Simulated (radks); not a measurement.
Values are calculated unless marked as measured or tabulated.
Ionisation of the indium ion In2+, [Kr] 4d10 5s1, to [Kr] 4d10 as the strength of local exchange is varied. Level of theory: scalar-relativistic Kohn-Sham, Slater X-alpha exchange (alpha = 2/3 is LDA exchange), no correlation, spin-polarised, spherical densities, finite nucleus; open shells are filled with parallel spins first (spin-orbit coupling, left out, can overturn this in heavy ions); Fermi nuclear charge, rms radius 4.6156 fm (a radial shooting solver on a logarithmic mesh with Libxc functionals).

alpha  E(In2+) (hartree)  exchange (hartree)  IE (eV)  -e of the level emptied (eV)  <r> of it (bohr)
0.573        -5849.84055          -127.75290   26.881                   22.497 (5s)             2.388
0.667        -5870.88082          -149.23391   27.903                   23.552 (5s)             2.348
0.688        -5875.59141          -154.05293   28.133                   23.791 (5s)             2.339
0.726        -5884.12471          -162.79168   28.552                   24.225 (5s)             2.324
0.778        -5895.82143          -174.78881   29.128                   24.825 (5s)             2.303
1.008        -5947.82768          -228.39025   31.733                   27.553 (5s)             2.215

NIST Atomic Spectra Database: 28.044 eV (measured). The Delta-SCF value meets it near alpha = 0.68.
